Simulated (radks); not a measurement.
Q: The krypton ion Kr18+, configuration [Ar] (the NIST ground configuration). All-electron calculation, non-relativistic Kohn-Sham, PBE, spin-polarised, spherical densities, point nucleus. Program: a radial shooting solver on a logarithmic mesh with Libxc functionals. Some entries of the table are withheld. Estimate them.

orbital  occ.  eigenvalue (hartree)  r(max) (bohr)
1s          2             -535.8562        0.02805
2s          2             -91.42365            (1)
2p          6             -85.21367         0.1249
3s          2             -30.16742            (2)
3p          6             -28.00046         0.4293

A: 
(1) 2s r(max) (bohr): 0.1578
(2) 3s r(max) (bohr): 0.4455
